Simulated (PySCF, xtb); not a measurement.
Si(Cl)(F)2(NHMe) (CH₄ClF₂NSi), SMILES CN[Si](F)(F)Cl.

GFN2-xTB (xtb) at its own geometry gives an orbital gap of 6.80 eV and a dipole moment of 3.13 D.

Coordinates come from a ωB97X-D3(BJ)/def2-SVP optimisation. The structure was generated by enumeration, and PubChem lists no compound with its InChIKey, so it may never have been made. One conformer was computed; it need not be the lowest.

Question: What does PBE/def2-TZVP in PySCF give? (Estimate from the structure and the level; the computed values follow.)

Answer: gap 5.91 eV (levels -6.32 and -0.41 eV), dipole 2.89 D.
